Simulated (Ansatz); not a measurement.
`[CH3][Zn][PH2]` and `[CH3][ZnH]` differ in one atom or group.

Ansatz, PBE0-D4/def2-TZVP geometries, multiplicity 1. Each molecule was computed in one conformer, which needn't be the lowest.

Scalar relativity is left out up to krypton.

```csv
property,`[CH3][Zn][PH2]`
HOMO–LUMO gap (PBE0/def2-TZVPP) / eV,6.34
LUMO energy (B3LYP/def2-TZVPP) / eV,-0.70
LUMO energy (ωB97M-V/def2-TZVPP) / eV,0.97
HOMO energy (PBE0/def2-TZVPP) / eV,-6.79
HOMO–LUMO gap (ωB97M-V/def2-TZVPP) / eV,9.79
HOMO energy (ωB97M-V/def2-TZVPP) / eV,-8.83
```

Q: Give the same properties after the change, and the shifts. (Best estimate.)

A: Ansatz gave: 
```tsv
property	`[CH3][ZnH]`	shift
HOMO–LUMO gap (PBE0/def2-TZVPP) / eV	7.25	0.91
LUMO energy (B3LYP/def2-TZVPP) / eV	-0.54	0.16
LUMO energy (ωB97M-V/def2-TZVPP) / eV	1.04	0.07
HOMO energy (PBE0/def2-TZVPP) / eV	-7.51	-0.72
HOMO–LUMO gap (ωB97M-V/def2-TZVPP) / eV	10.76	0.97
HOMO energy (ωB97M-V/def2-TZVPP) / eV	-9.72	-0.89
```

With PBE0 the HOMO falls by 0.72 eV and the LUMO rises by 0.19 eV, so the gap widens by about 0.91 eV. PBE moves the HOMO by -0.59 eV and ωB97M-V by -0.89 eV.

B3LYP here is the variant with VWN-RPA as its local correlation; programs differ in this.
